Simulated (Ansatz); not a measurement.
Cost against result

Saddle point of C2H7Ga, closed shell (CH₃Ga ([CH3][Ga]) + CH₄ → CH₃Ga ([CH3][Ga]) + CH₄; bonds formed: Ga1–C4, C2–H3; bonds broken: Ga1–C2, H3–C4), PBE0-D4/def2-TZVP structure:

Ga1  (0.416, 0.416, 1.620)
C2  (0.460, 1.278, -0.520)
H3  (-0.017, -0.019, -0.069)
C4  (-0.493, -1.312, 0.389)
H5  (-0.092, 2.202, -0.326)
H6  (1.525, 1.522, -0.563)
H7  (0.169, 0.935, -1.522)
H8  (-0.724, -1.498, -0.668)
H9  (-1.430, -1.419, 0.945)
H10  (0.186, -2.105, 0.713)
(Å)

Barriers are electronic and count from the start structure reached by relaxing down the imaginary mode.

Ansatz 0.2.0; basis: as named in each row; cores frozen in the correlated methods. Filled d shells of the heavier atoms are correlated. The def2 sets are not built for correlating such inner shells, so the correlated values are less sure here. B3LYP uses VWN-RPA correlation. Extrapolation: Hartree–Fock as exp(−7.88 √X), correlation as X^−2.97.

Times are rough, for one single point on 4 threads of a shared host (Arm Neoverse V2).

The estimate by CCSD(T) at an estimated basis limit (MP2 extrapolated from triple and quadruple zeta, plus CCSD(T) − MP2 in triple zeta) is 1.812 eV.

```json
{"method": "SPW92", "basis": "def2-SVP", "time (s)": "under 1", "barrier (eV)": "1.012", "method less estimate": "-0.799"}
{"method": "HF", "basis": "STO-3G", "time (s)": "under 1", "barrier (eV)": "3.677", "method less estimate": "1.865"}
{"method": "B3LYP-D4", "basis": "6-31G", "time (s)": "under 1", "barrier (eV)": "1.855", "method less estimate": "0.044"}
{"method": "PBE-D4", "basis": "def2-SVP", "time (s)": "under 1", "barrier (eV)": "1.391", "method less estimate": "-0.421"}
{"method": "PBE0-D4", "basis": "def2-SVP", "time (s)": "under 1", "barrier (eV)": "1.602", "method less estimate": "-0.210"}
{"method": "SPW92", "basis": "def2-TZVPP", "time (s)": "under 1", "barrier (eV)": "1.085", "method less estimate": "-0.727"}
{"method": "PBE-D4", "basis": "def2-TZVPP", "time (s)": "1", "barrier (eV)": "1.455", "method less estimate": "-0.357"}
{"method": "BLYP-D4", "basis": "def2-TZVPP", "time (s)": "2", "barrier (eV)": "1.693", "method less estimate": "-0.118"}
{"method": "B3LYP-D4", "basis": "def2-TZVPP", "time (s)": "2", "barrier (eV)": "1.811", "method less estimate": "-0.001"}
{"method": "BHLYP-D4", "basis": "def2-TZVPP", "time (s)": "2", "barrier (eV)": "2.037", "method less estimate": "0.225"}
{"method": "PBE0-D4", "basis": "def2-TZVPP", "time (s)": "2", "barrier (eV)": "1.632", "method less estimate": "-0.179"}
{"method": "CAM-B3LYP-D4", "basis": "def2-TZVPP", "time (s)": "2", "barrier (eV)": "1.869", "method less estimate": "0.057"}
{"method": "CCSD(T)", "basis": "def2-SVP", "time (s)": "3", "barrier (eV)": "2.021", "method less estimate": "0.210"}
{"method": "wB97M-V", "basis": "def2-SVP", "time (s)": "3", "barrier (eV)": "1.746", "method less estimate": "-0.065"}
{"method": "r2SCAN-D4", "basis": "def2-TZVPP", "time (s)": "3", "barrier (eV)": "1.551", "method less estimate": "-0.261"}
{"method": "PBE-D4", "basis": "STO-3G", "time (s)": "4", "barrier (eV)": "2.056", "method less estimate": "0.244"}
{"method": "r2SCAN0-D4", "basis": "def2-TZVPP", "time (s)": "4", "barrier (eV)": "1.687", "method less estimate": "-0.125"}
{"method": "B2PLYP", "basis": "def2-TZVPP", "time (s)": "4", "barrier (eV)": "1.842", "method less estimate": "0.030"}
{"method": "PBE-QIDH", "basis": "def2-TZVPP", "time (s)": "4", "barrier (eV)": "1.757", "method less estimate": "-0.054"}
{"method": "RPA on PBE", "basis": "def2-TZVPP", "time (s)": "4", "barrier (eV)": "1.867", "method less estimate": "0.056"}
{"method": "wB97X-V", "basis": "def2-TZVPP", "time (s)": "5", "barrier (eV)": "1.857", "method less estimate": "0.045"}
{"method": "wB97M-V", "basis": "def2-TZVPP", "time (s)": "6", "barrier (eV)": "1.806", "method less estimate": "-0.006"}
{"method": "B97M-V", "basis": "def2-TZVPP", "time (s)": "7", "barrier (eV)": "1.792", "method less estimate": "-0.019"}
{"method": "MP2", "basis": "def2-QZVPP", "time (s)": "17", "barrier (eV)": "1.743", "method less estimate": "-0.069"}
{"method": "CCSD(T)", "basis": "def2-TZVPP", "time (s)": "61", "barrier (eV)": "1.863", "method less estimate": "0.052"}
```

All methods are single points on the PBE0-D4 structures.

The T1 diagnostic stays at or below 0.013.

Labels in which every atom is bracketed show which atoms are joined, not bond orders.
